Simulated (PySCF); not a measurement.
# Does the structure fit the spectrum?

A compound C6H8FP gives the data below (simulated from a calculation) and was assigned the structure `Cc1cc(C)c(F)[pH]1`.

¹³C{¹H} NMR (computed): δ 140.3 (CH, 2C), 137.8 (CH, 2C), 91.4 (CH), 13.2 (CH3).

¹H NMR (500 MHz, computed): δ 6.75 (m, 2H), 6.43 (m, 2H), 5.15 (m, 1H), 1.32 (m, 3H).

Rapidly exchanging positions averaged, one conformer, non-relativistic, isolated molecule. GIAO PBE0/pcSseg-1 shieldings; structure optimised with GFN2-xTB; PySCF.

Referencing at the same level of theory: ¹H (σref 31.72) and ¹³C (σref 186.93) against TMS.

(1) Compare with the shifts computed for the proposed structure, pairing carbons in order of shift.

(2) Which isomer fits?

Answers

(1) Numbering as in the mapped SMILES `[CH3:1][c:2]1[cH:3][c:4]([CH3:5])[c:6]([F:7])[pH:8]1` (H(Xn): hydrogen on atom n).

| atom | computed for proposal | given list | difference |
| --- | --- | --- | --- |
| C6 | 176.9 | 140.3 | +36.6 |
| C3 | 143.3 | 140.3 | +3.0 |
| C2 | 142.8 | 137.8 | +5.0 |
| C4 | 134.3 | 137.8 | -3.5 |
| C1 | 21.5 | 91.4 | -69.9 |
| C5 | 13.8 | 13.2 | +0.6 |

The rms difference is 32.3 ppm and the largest -69.9 ppm at C1 (methyl carbon on an unsaturated ring). The proposal also would give 6 carbon signals, not 4. The carbon types in order of shift don't match either: C, CH, C, C, CH3, CH3 for the proposal against CH, CH, CH, CH, CH, CH3 in the data. The proposal doesn't fit.

(2) SMILES C1=CC(F)C=CP1C.

1. δC 140.3, 137.8: alkene CH; an sp2 carbon of a C=C bond.
2. δC 91.4: allylic sp3 CH bonded to F; pulled downfield by the heteroatom.
3. δH 6.75, 6.43: hydrogen on an alkene CH; attached to an sp2 carbon and in the plane of the double bond.
4. δH 5.15: hydrogen on an allylic sp3 CH bonded to F; its carbon carries F, hence the downfield position.

Other isomers checked: Cc1cp(C)cc1F (rms 33.8 ppm).

The data come from this structure; uniqueness wasn't tested.

Splittings by ¹⁹F and ³¹P in the carbon and heteronuclear signals aren't shown, as no couplings were computed. Shifts are as computed. Against solution values, carbons near 30 ppm lie about +3 ppm off and those near 130 ppm about +5 ppm. Of 1211 compounds with measured shifts, 218 miss one by over three times the rms of a fit or turn the order of signals round; such compounds aren't used in these exercises. Multiplicities follow the n + 1 count of equivalent neighbours, as no J values were calculated; m marks all less simple cases, F and P coupling included.
